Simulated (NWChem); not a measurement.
System: AlH₄ anion; SMILES [AlH4-]

Here is an NWChem input.

```
start job
memory heap 200 mb stack 900 mb global 1100 mb
charge -1
geometry units angstroms noautosym nocenter noautoz
  Al     0.000000     0.000000     0.000000
  H     -0.948775     0.948775    -0.948788
  H      0.948775    -0.948775    -0.948788
  H     -0.948775    -0.948775     0.948788
  H      0.948775     0.948775     0.948788
end
basis spherical
  * library 6-31+g*
end
dft
  xc b3lyp
  iterations 150
end
property
  response 1 0.0
end
task dft property
```

Excerpt of the output:

```
             Northwest Computational Chemistry Package (NWChem) 7.3.0
             --------------------------------------------------------

                             Geometry "geometry" -> ""
                             -------------------------

 Output coordinates in angstroms (scale by  1.889725989 to convert to a.u.)

  No.       Tag          Charge          X              Y              Z
 ---- ---------------- ---------- -------------- -------------- --------------
    1 Al                  13.0000     0.00000000     0.00000000     0.00000000
    2 H                    1.0000    -0.94877500     0.94877500    -0.94878800
    3 H                    1.0000     0.94877500    -0.94877500    -0.94878800
    4 H                    1.0000    -0.94877500    -0.94877500     0.94878800
    5 H                    1.0000     0.94877500     0.94877500     0.94878800

 Effective nuclear repulsion energy (a.u.)      17.9279063930

                              NWChem Property Module
                              ----------------------

                                 NWChem DFT Module
                                 -----------------

 Summary of "ao basis" -> "ao basis" (spherical)
 ------------------------------------------------------------------------------
       Tag                 Description            Shells   Functions and Types
 ---------------- ------------------------------  ------  ---------------------
 Al                         6-31+g*                 10       22   5s4p1d
 H                          6-31+g*                  2        2   2s

            General Information
            -------------------
          SCF calculation type: DFT
          Wavefunction type:  closed shell.
          No. of atoms     :     5
          No. of electrons :    18
           Alpha electrons :     9
            Beta electrons :     9
          Charge           :    -1
          Spin multiplicity:     1
          Use of symmetry is: off; symmetry adaption is: off
          Maximum number of iterations: 150
          AO basis - number of functions:    30
                     number of shells:    18
          Convergence on energy requested:  1.00D-06
          Convergence on density requested:  1.00D-05
          Convergence on gradient requested:  5.00D-04

              XC Information
              --------------
                         B3LYP Method XC Potential
                     Hartree-Fock (Exact) Exchange  0.200
                        Slater Exchange Functional  0.800 local
                    Becke 1988 Exchange Functional  0.720 non-local
              Lee-Yang-Parr Correlation Functional  0.810
                  VWN I RPA Correlation Functional  0.190 local

             Grid Information
             ----------------
          Grid used for XC integration:  medium
          Radial quadrature: Mura-Knowles
          Angular quadrature: Lebedev.
          Tag              B.-S. Rad. Rad. Pts. Rad. Cut. Ang. Pts.
          ---              ---------- --------- --------- ---------
          Al                  1.25       88           9.0       590
          H                   0.35       45           8.0       434
          Grid pruning is: on
          Number of quadrature shells:   268
          Spatial weights used:  Erf1

      Superposition of Atomic Density Guess
      -------------------------------------

 Sum of atomic energies:        -243.85178050

 Renormalizing density from      17.00 to     18

      Non-variational initial energy
      ------------------------------

 Total energy =    -252.202842
 1-e energy   =    -396.080464
 2-e energy   =     125.949715
 HOMO         =      -0.049963
 LUMO         =       0.215384

   convergence    iter        energy       DeltaE   RMS-Dens  Diis-err
 ---------------- ----- ----------------- --------- --------- ---------
 d= 0,ls=0.0,diis     1   -244.7598645344 -2.63D+02  4.77D-02  6.33D-01
 d= 0,ls=0.0,diis     2   -244.8262477262 -6.64D-02  1.83D-02  1.23D-01
 d= 0,ls=0.0,diis     3   -244.8547492797 -2.85D-02  2.20D-03  2.21D-03
 d= 0,ls=0.0,diis     4   -244.8553417053 -5.92D-04  9.31D-05  6.76D-07
 d= 0,ls=0.0,diis     5   -244.8553419415 -2.36D-07  5.96D-06  8.90D-09

         Total DFT energy =     -244.855341941515
      One electron energy =     -379.047724270101
           Coulomb energy =      136.579530578343
    Exchange-Corr. energy =      -20.315054642725
 Nuclear repulsion energy =       17.927906392968

 Numeric. integr. density =       17.999991459300

                       DFT Final Molecular Orbital Analysis
                       ------------------------------------

 Vector    7  Occ=2.000000D+00  E=-7.708934D-02
              MO Center= -5.7D-03,  2.2D-04, -9.2D-07, r^2= 3.5D+00
   Bfn.  Coefficient  Atom+Function         Bfn.  Coefficient  Atom+Function
  ----- ------------  ---------------      ----- ------------  ---------------
     9      0.294525  1 Al pz                24     -0.233743  2 H  s
    28      0.233673  4 H  s                 26     -0.231880  3 H  s
    30      0.231950  5 H  s                 23     -0.165341  2 H  s
    27      0.165291  4 H  s                 25     -0.164022  3 H  s
    29      0.164072  5 H  s                 17      0.154351  1 Al pz

[...]

 DFT Linear Response polarizability / au
 Frequency  =       0.0000000 / au
              X              Y              Z
 -----------------------------------------------
 X      38.5010069     -0.0000001     -0.0000001
 Y      -0.0000001     38.5010069      0.0000000
 Z      -0.0000001      0.0000000     38.5013174
 -----------------------------------------------
 Eigenvalues =      38.5010068     38.5010070     38.5013174
 Isotropic   =      38.5011104
 Anisotropic =       0.0003105
 -----------------------------------------------

 Magnetic Dipole Response Matrix (nonzero elements):

 Exiting AOResponse driver routine
```

Level: B3LYP/6-31+G* (spherical d). Geometry: optimised at B3LYP/def2-SVPD.
